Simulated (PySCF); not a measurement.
Geometry:
```json
{"atom": "Ga1", "x (Å)": "-0.001", "y (Å)": "0.000", "z (Å)": "0.000"}
{"atom": "O2", "x (Å)": "-0.023", "y (Å)": "0.111", "z (Å)": "1.990"}
{"atom": "H3", "x (Å)": "-0.098", "y (Å)": "0.930", "z (Å)": "2.517"}
{"atom": "H4", "x (Å)": "0.037", "y (Å)": "-0.638", "z (Å)": "2.614"}
{"atom": "O5", "x (Å)": "0.022", "y (Å)": "-0.111", "z (Å)": "-1.990"}
{"atom": "H6", "x (Å)": "0.107", "y (Å)": "-0.929", "z (Å)": "-2.517"}
{"atom": "H7", "x (Å)": "-0.046", "y (Å)": "0.637", "z (Å)": "-2.615"}
{"atom": "O8", "x (Å)": "1.988", "y (Å)": "0.152", "z (Å)": "0.013"}
{"atom": "H9", "x (Å)": "2.555", "y (Å)": "0.246", "z (Å)": "0.803"}
{"atom": "H10", "x (Å)": "2.570", "y (Å)": "0.149", "z (Å)": "-0.772"}
{"atom": "O11", "x (Å)": "-1.988", "y (Å)": "-0.154", "z (Å)": "-0.013"}
{"atom": "H12", "x (Å)": "-2.569", "y (Å)": "-0.153", "z (Å)": "0.773"}
{"atom": "H13", "x (Å)": "-2.558", "y (Å)": "-0.240", "z (Å)": "-0.802"}
{"atom": "O14", "x (Å)": "-0.154", "y (Å)": "1.985", "z (Å)": "-0.102"}
{"atom": "H15", "x (Å)": "0.588", "y (Å)": "2.619", "z (Å)": "-0.127"}
{"atom": "H16", "x (Å)": "-0.983", "y (Å)": "2.498", "z (Å)": "-0.163"}
{"atom": "O17", "x (Å)": "0.155", "y (Å)": "-1.985", "z (Å)": "0.102"}
{"atom": "H18", "x (Å)": "-0.586", "y (Å)": "-2.621", "z (Å)": "0.122"}
{"atom": "H19", "x (Å)": "0.985", "y (Å)": "-2.497", "z (Å)": "0.168"}
```

Total charge +3.

Geometry: PBE0-D3(BJ)/def2-SVP; GIAO absolute shieldings from PySCF, gas phase, non-relativistic, averaged over equivalent atoms.

At PBE0/pcSseg-1 (pcSseg-2 on Ga) (225 basis functions, of the order of 40 core-seconds):
```json
{"atoms": "Ga1", "σ (ppm)": "1817.0"}
{"atoms": "O2/O5/O8/O11/O14/O17", "σ (ppm)": "293.1"}
{"atoms": "H3/H4/H6/H7/H9/H10/H12/H13/H15/H16/H18/H19", "σ (ppm)": "25.72"}
```

Question: Estimate the result of repeating the calculation with B3LYP/pcSseg-1 (pcSseg-2 on Ga).

Answer: 
```
                                     atoms  σ at B3LYP/pcSseg-1 (pcSseg-2 on Ga)  change
                                       Ga1                                1799.0   -18.0
                      O2/O5/O8/O11/O14/O17                                 289.4    -3.7
H3/H4/H6/H7/H9/H10/H12/H13/H15/H16/H18/H19                                 25.84   +0.12
```

The largest change is at Ga1 (Ga bonded to 6 O). Cost: 225 basis functions, roughly 40 core-seconds.

Relativistic effects, spin–orbit coupling among them, are left out; they matter for Ga and for the light atoms bonded to it.
